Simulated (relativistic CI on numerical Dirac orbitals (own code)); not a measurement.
## d7 in a ligand field

Computed with a parametric ligand-field model of a d^n configuration (Racah B and C, spin-orbit zeta, crystal field), exact diagonalisation.

Field parameters in Wybourne normalisation: D3d B²₀ = −7Dσ, B⁴₀ = −14Dq − 21Dτ, B⁴₃ = −14√(10/7) Dq; D4h B²₀ = −7Ds, B⁴₀ = 21(Dq − Dt), B⁴₄ = 21√(5/14) Dq; Td as Oh with Dq negative (B⁴₀ = 21Dq, B⁴₄ = √(5/14) B⁴₀). The field is a parameter set, without covalency.

(1) A d7 ion in Td symmetry has the ground term 4A2 and bands at 4T2 2200 cm⁻¹, 4T1 3828 cm⁻¹ (2612 nm), 2E 9480 cm⁻¹ (1055 nm), 2T1 9784 cm⁻¹ (1022 nm), 4T1 9822 cm⁻¹ (1018 nm), 2A1 10680 cm⁻¹ (936 nm). Which parameters reproduce them?

(2) A d7 ion in Td symmetry has the ground term 4A2 and bands at 2E 7849 cm⁻¹ (1274 nm), 2T1 8229 cm⁻¹ (1215 nm), 4T2 11300 cm⁻¹ (885 nm), 2T2 12035 cm⁻¹ (831 nm), 4T1 15574 cm⁻¹ (642 nm), 4T1 24626 cm⁻¹ (406 nm). Which parameters reproduce them?

(3) Ground term and bands for B = 710, C = 2650, ζ = 0 cm⁻¹, D3d, 10Dq = 14650, Dσ = -1200, Dτ = -150 cm⁻¹?

(4) Ground term and bands for B = 710, C = 3400, ζ = 0 cm⁻¹, Td, 10Dq = -9850 cm⁻¹?

(5) Ground term and bands for B = 880, C = 3960, ζ = 0 cm⁻¹, D4h, 10Dq = 16700, Ds = -1500, Dt = -150 cm⁻¹?

Answers

(1) B = 470, C = 2200, ζ = 0 cm⁻¹, Td, 10Dq = -2200 cm⁻¹.

(2) B = 420, C = 1580, ζ = 0 cm⁻¹, Td, 10Dq = -11300 cm⁻¹.

(3) Ground term 4A2 with 2.01 electrons in the two orbitals of the cubic e set. Spin-allowed: 4E 3547 cm⁻¹ (2819 nm), 4A1 13722 cm⁻¹ (729 nm), 4E 15450 cm⁻¹ (647 nm), 4A2 22004 cm⁻¹ (454 nm). Lowest spin-forbidden: 2E 1292 cm⁻¹, 2A2 11658 cm⁻¹ (858 nm), 2E 12862 cm⁻¹ (778 nm).

(4) Ground term 4A2 with 4.00 electrons in the two orbitals of the cubic e set. Spin-allowed: 4T2 9850 cm⁻¹ (1015 nm), 4T1 15502 cm⁻¹ (645 nm), 4T1 24698 cm⁻¹ (405 nm). Lowest spin-forbidden: 2E 15139 cm⁻¹ (661 nm), 2T1 15787 cm⁻¹ (633 nm), 2T2 21217 cm⁻¹ (471 nm). With an A2 ground term the first spin-allowed band lies at |10Dq| itself.

(5) Ground term 2B1 with 1.05 electrons in the two orbitals of the cubic e set. Spin-allowed: 2A1 6296 cm⁻¹ (1588 nm), 2B2 15908 cm⁻¹ (629 nm), 2E 16381 cm⁻¹ (610 nm), 2E 19617 cm⁻¹ (510 nm). Lowest spin-forbidden: 4E 991 cm⁻¹, 4A2 4169 cm⁻¹ (2398 nm), 4E 17140 cm⁻¹ (583 nm).
